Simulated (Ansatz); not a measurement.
(CdS)n off: PBE0-D4/def2-SVP single points in Ansatz on relaxed structures, gas phase. Each cluster is the lowest isomer that a short search found in that spin, judged at the geometry's level, and lower ones may exist. Core potentials for Cd, no spin–orbit coupling. Binding counts from free atoms in the multiplicity of their measured ground term, without zero-point energy. The structures are stationary points that may keep the symmetry of their start.

```tsv
species	atoms	state	geometry	HOMO (eV)	LUMO (eV)	gap (eV)	binding per atom (eV)	point group (within 0.1 Å)
Cd3S4	7	singlet	PBE-D4/def2-SVP	-6.54	-2.36	4.18	2.05	–
Cd4S5	9	singlet	PBE-D4/def2-SVP	-6.24	-3.32	2.92	2.10	Cs
Cd6S5	11	singlet	PBE-D4/def2-SVP	-5.14	-3.47	1.67	1.61	–
```

The gap (eV) runs from 1.67 (Cd6S5) to 4.18 (Cd3S4). The binding per atom (eV) runs from 1.61 (Cd6S5) to 2.10 (Cd4S5).
